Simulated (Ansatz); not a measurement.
Consider the hydrogenolysis of the Si–N bond: `N=C(S)N[SiH2]O` + H₂ → `O[SiH3]` + `N=C(N)S`.

Program: Ansatz. Geometries: PBE0-D4/def2-TZVP. ΔE: electronic, gas phase. CCSD(T)/CBS is the MP2 limit (def2-TZVPP, def2-QZVPP) plus CCSD(T) − MP2 in def2-TZVPP, frozen cores. This one scheme is used for every species. Functionals use def2-TZVPP. B3LYP here is the variant with VWN-RPA as its local correlation; programs differ in this. Each species was taken in one conformer, which may not be the lowest.

Problem. Is it downhill or uphill in electronic energy at CCSD(T)/CBS, and by how much? (An estimate is asked.)

Solution. Computed: Uphill: ΔE = +0.45 eV.

Problem. What do these levels give: PBE-D4, PBE0-D4, B3LYP-D4, ωB97X-V, ωB97M-V, B2PLYP, B3LYP, HF/def2-TZVPP, HF/def2-QZVPP, HF/CBS(def2), MP2/CBS(def2), CCSD/CBS(def2)? (Estimate.)

Solution. Computed: PBE-D4 0.40, PBE0-D4 0.39, B3LYP-D4 0.43, ωB97X-V 0.40, ωB97M-V 0.43, B2PLYP 0.37, B3LYP 0.28, HF/def2-TZVPP 0.21, HF/def2-QZVPP 0.22, HF/CBS(def2) 0.22, MP2/CBS(def2) 0.52, CCSD/CBS(def2) 0.40 eV.

Largest T1 diagnostic among the species: 0.014.

The D4 term adds +0.15 eV with B3LYP and +0.09 eV with PBE0; it sums over pairs of atoms, weighted by their polarisabilities, and B3LYP, whose exchange is more repulsive, gets the larger term. In def2-TZVPP, CCSD(T) changes the Hartree–Fock value by +0.22 eV (the triples alone add +0.05 eV) and MP2 by +0.29 eV.
